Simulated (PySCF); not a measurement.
Si(H)(Me)2(PH2) (C₂H₉PSi), SMILES C[SiH](C)P.

Geometry: PBE0-D3(BJ)/def2-SVP. The values are those of a single conformer.

Method: PBE/def2-TZVP (PySCF).

Gas-phase values at a fixed geometry.

Question: Estimate the frontier levels, gap, dipole moment and polarisability. (Estimate from the structure and the level; the computed values follow.)

Answer: 
The highest occupied level is -6.10 eV and the lowest empty level is -0.37 eV. The orbital gap comes out as 5.73 eV and the dipole moment comes out as 1.51 D. The quadrupole, principal values (traceless, Buckingham form, about the centre of nuclear charge) is -3.65, 0.72, 2.94 D·Å and the mean static polarisability is 81.4 bohr³ (12.07 Å³). The polarisability, principal values comes out as 70.6, 79.7, 94.1 bohr³.
